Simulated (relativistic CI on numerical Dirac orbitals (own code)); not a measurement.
# Hyperfine structure of K XII, mass number 39

Calculated at this level of theory: Dirac-Coulomb-Breit CI, KLI orbitals optimised for each configuration, model QED (radiative potential, 1s self-energy scaled to tabulated hydrogen-like ionisation energies), unscaled Slater integrals (own radial code, finite nucleus).

Configuration list (outside the closed core 1s2): 2s²2p⁴, 2s2p⁵, 2p⁶, 2s²2p³3s, 2p⁵3s, 2s²2p³3p, 2p⁵3p, 2p⁵3d, 2s²2p³3d, 2s2p⁴3s, 2s2p⁴3p, 2s2p⁴3d, 2s²2p³4s, 2s²2p³4p, 2s²2p³4d, 2s²2p³4f. Levels of other configurations are missing.

Nuclear spin I = 3/2, μ = 0.39147 μN, Q = 0.0603 b (tables of Stone and Pyykkö). The electronic factors are computed for point nuclear moments, without core polarisation or the Bohr-Weisskopf and QED corrections.

| Level | E (cm⁻¹) | A (MHz) | B (MHz) |
| --- | --- | --- | --- |
| 2s²2p⁴ ³P2 | 0 | 2525 | 942 |
| 2s²2p⁴ ³P1 | 18840 | 20.58 | -494 |
| 2s²2p⁴ ¹D2 | 82156 | 4671 | -1940 |
| 2s2p⁵ ³P°2 | 579668 | 11960 | -977 |
| 2s2p⁵ ³P°1 | 595480 | 12900 | 493 |
| 2s2p⁵ ¹P°1 | 805764 | 6156 | -988 |
| 2s²2p³3s ⁵S°2 | 2886391 | 2463 | 3.21 |
| 2s²2p³3s ³S°1 | 2925097 | -2141 | 4.8 |

Levels with J = 0, under 50 % of one LS term, or S terms without an open s electron are left out. Small factors come from cancelling terms and can be off by tens of per cent or more.

At this charge energies of transitions that change n are usually good to better than 1 %, and those within a shell (Δn = 0) to a few per cent.

(1) Give the hyperfine levels of 2s²2p⁴ ³P2 relative to its centre of gravity.

## Answers

(1) With K = F(F + 1) − I(I + 1) − J(J + 1), E = AK/2 + B[¾K(K + 1) − I(I + 1)J(J + 1)]/[2I(2I − 1)J(2J − 1)]: F = 1/2: -10540, F = 3/2: -7576, F = 5/2: -1852, F = 7/2: 7812 MHz.

LS names give the leading component of a level, which can be under half, so a name can repeat, a term be missing and a line seem to break the LS rules.
